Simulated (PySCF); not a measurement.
Q: Write Cartesian coordinates for `CC(C)[SiH2]OC1=CC=CS1` as optimised with PBE0-D3(BJ)/def2-SVP.

A: 
```xyz
22
C7H12OSSi angstrom
C     -3.7794    1.0133   -0.6554
C     -2.6652    0.1980    0.0013
C     -2.7745    0.1805    1.5251
Si    -0.9819    0.8059   -0.5576
O      0.1439   -0.2196    0.1833
C      1.4745   -0.1421    0.0954
C      2.2709    0.7247   -0.6110
C      3.6578    0.4529   -0.4201
C      3.8885   -0.6025    0.4164
S      2.4156   -1.2908    0.9961
H     -3.7436    2.0699   -0.3420
H     -4.7706    0.6250   -0.3688
H     -3.7226    0.9897   -1.7552
H     -2.7261   -0.8433   -0.3672
H     -3.7394   -0.2469    1.8449
H     -2.7129    1.1995    1.9420
H     -1.9719   -0.4164    1.9832
H     -0.7122    2.2090   -0.1152
H     -0.8116    0.7250   -2.0406
H      1.8797    1.5239   -1.2423
H      4.4571    1.0261   -0.8929
H      4.8435   -1.0195    0.7311
```

Orientation and origin are arbitrary. Atoms count from 1 in this order. Si4 (oxygen-bound silicon) is distorted tetrahedral (angles from 105.7° to 112.4°). Of the pairs four or more bonds apart, Si4···H20 is among the closest relative to their van der Waals radii: 3.03 Å, 92 % of the sum of Bondi's values. S10 (thiophene-type sulfur) is bent (angle 91.4°). The 5 C–C bonds span 1.366 Å (C8–C9, aromatic) to 1.529 Å (C1–C2, drawn single), a spread of 0.163 Å.

Bonds between heavy atoms (Å): C1–C2 1.529, C2–C3 1.528, C2–Si4 1.875, Si4–O5 1.693, O5–C6 1.336, C6–C7 1.373, C7–C8 1.426, C8–C9 1.366, C9–S10 1.726, C6–S10 1.737.

Method: PBE0-D3(BJ)/def2-SVP geometry optimisation, gas phase in PySCF.

Point group: C1 (no symmetry element, even within 0.4 Å). Not checked by PBE0-D3(BJ)/def2-SVP frequencies. One conformer, not necessarily the lowest (C1–C2–Si4–O5 -178°, C2–Si4–O5–C6 -178°, Si4–O5–C6–C7 -2°).
